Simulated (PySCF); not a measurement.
Si(OSiH3)(F)(Me)2 (C2H9FOSi2), SMILES C[Si](F)(C)O[SiH3].

Coordinates come from a ωB97X-D3(BJ)/def2-SVP optimisation. The values are those of a single conformer.

Two levels are set side by side: TDA-PBE/def2-SVPD (PySCF) and TDA-CAM-B3LYP/def2-SVPD (PySCF). Vertical, same geometry. The lowest singlet is HOMO→LUMO 100 % with PBE and HOMO→LUMO 67 % with the other functional; states are paired by order. Differences are taken from unrounded values.

```
quantity                              TDA-CAM-B3LYP
------------------------------------  -------------
lowest singlet excitation (eV)                 7.62
lowest triplet excitation (TDA) (eV)           7.25
```

**Question.** What does TDA-PBE give, and how far is it from TDA-CAM-B3LYP? (Estimate from the structure and the level; the computed values follow.)

**Answer.** 
```json
[
 {"quantity": "lowest singlet excitation (eV)", "TDA-PBE": "6.45", "TDA-PBE minus TDA-CAM-B3LYP": "-1.17"},
 {"quantity": "lowest triplet excitation (TDA) (eV)", "TDA-PBE": "6.25", "TDA-PBE minus TDA-CAM-B3LYP": "-1.00"}
]
```

A lower first singlet is the usual sign of a functional without exact exchange. Differences between two approximate levels are no errors against the true value.

Rough cost on one machine, each run with all the roots and properties that it gave: TDA-CAM-B3LYP against TDA-PBE about 4 times.
